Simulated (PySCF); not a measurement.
**Spin-Hamiltonian simulation**

Molecule: SMILES O=CCc1ccccc1, C$_{8}$H$_{8}$O.

Bonds (- single, = double, # triple, : aromatic): O1=C2, C2-C3, C3-C4, C4:C5, C5:C6, C6:C7, C7:C8, C8:C9, C9:C4. C2 carries H10; C3 carries H11, H12; C5 carries H13; C6 carries H14; C7 carries H15; C8 carries H16; C9 carries H17.

PySCF calculation with spin–spin couplings from B3LYP/pcJ-1 (without the spin–dipole term), PBE0-D3(BJ)/def2-SVP geometry and σ from GIAO-PBE0/pcSseg-1; fast rotation and ring inversion assumed for equivalent nuclei, no solvent model, a single conformation, no relativistic terms.

Chemical shifts δ = σref − σ; TMS for ¹H (σ = 31.27 ppm), all at this level.

The 8-spin Hamiltonian (Zeeman plus full scalar coupling among like nuclei) was diagonalised exactly; lines are Lorentzian, 0.7 Hz wide, and the maxima above 3 % are listed with the tallest set to 100.

Peak list at 800 MHz for the spins H10/H11/H12/H13/H14/H15/H16/H17:
δ in ppm (height): 9.384 (46), 9.380 (92), 9.376 (47), 7.551 (34), 7.549 (14), 7.541 (75), 7.532 (21), 7.530 (50), 7.450 (24), 7.440 (40), 7.429 (16), 7.386 (60), 7.385 (64), 7.385 (67), 7.374 (62), 3.372 (100), 3.368 (100)

Extract the chemical shifts and coupling constants behind this pattern (give the signs of the calculation).

## Answers


Shifts (ppm): H10 9.38, H11/H12 3.37, H13/H17 7.38, H14/H16 7.54, H15 7.44.
Couplings (Hz): H10–H11, H10–H12: 3.5; H11–H12: -14.3; H11–H13, H11–H17, H12–H13, H12–H17: -0.5; H11–H14, H11–H16, H12–H14, H12–H16: 0.3; H11–H15, H12–H15: -0.5; H13–H14, H16–H17: 8.5; H13–H15, H15–H17: 0.9; H13–H16, H14–H17: 0.6; H13–H17: 1.7; H14–H15, H15–H16: 8.3; H14–H16: 1.1.
These are the parameters used. A line list fixes at most the relative signs, and those only where coupling is strong; other parameter sets or atom labellings may fit too, and couplings well below the line width leave little trace. Those between chemically equivalent but magnetically inequivalent protons (AA′, BB′) do shape the pattern.

Unscaled 3J(H,H) at this level run about 10 % above measured values. Couplings across =CH–CH2 type bonds come from one rotamer and its mirror image, and can be 1–2 Hz further off.
